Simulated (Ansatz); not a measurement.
Consider the atomization: `C=CN[SiH2]C` → 3 C• + 9 H• + N• + Si•.

Isolated molecules relaxed with PBE0-D4/def2-TZVP in Ansatz; ΔE leaves out vibrations. CCSD(T)/CBS adds triple-zeta CCSD(T) − MP2 to the extrapolated MP2 energy (def2 sets, frozen cores). This one scheme is used for every species, atoms too. DFT in def2-TZVPP. B3LYP here is the variant with VWN-RPA as its local correlation; programs differ in this. No spin–orbit coupling; open shells (•) take unrestricted orbitals. Spin–orbit coupling would lower the free atoms: a little for C, Si. Each species was taken in one conformer, which may not be the lowest.

`C=CN[SiH2]C`:

Z-matrix (Å, degrees):
```
Si
C 1 1.862
N 1 1.733 2 109.1
H 1 1.493 2 108.8 3 123.4
H 1 1.487 2 112.6 3 -117.5
H 2 1.093 1 111.0 3 -59.9
H 2 1.093 1 110.3 3 -178.9
H 2 1.092 1 111.2 3 60.8
C 3 1.381 1 125.8 2 -153.5
H 3 1.010 1 119.2 2 38.8
C 9 1.333 3 126.7 1 -169.2
H 9 1.087 3 113.6 1 11.8
H 11 1.080 9 120.2 3 -178.4
H 11 1.085 9 122.0 3 1.2
```

CCSD(T)/CBS gives +54.80 eV.

Q: Another level gave +54.99 eV. Which?
A. B3LYP-D4/def2-TZVPP
B. PBE0-D4/def2-TZVPP
C. MP2/def2-TZVPP
D. PBE0/def2-TZVPP

A: B. PBE0-D4 54.99, MP2/def2-TZVPP 53.89, PBE0 54.75, B3LYP-D4 55.05 eV.

Largest T1 diagnostic among the species: 0.012.

In def2-TZVPP, CCSD(T) changes the Hartree–Fock value by +12.89 eV (the triples alone add +0.70 eV) and MP2 by +13.35 eV; breaking electron pairs costs correlation energy, which Hartree–Fock lacks. From PBE to PBE0 (25 % exact exchange), in def2-TZVPP and without D4, ΔE moves by −0.71 eV: exact exchange takes away binding that semilocal exchange gives to molecules.

For atomizations the MP2-based limit and the directly extrapolated one differ by several kJ/mol either way, and by 10 to 25 for some Ge, Se and Sn compounds, so smaller differences from it don't rank the levels.
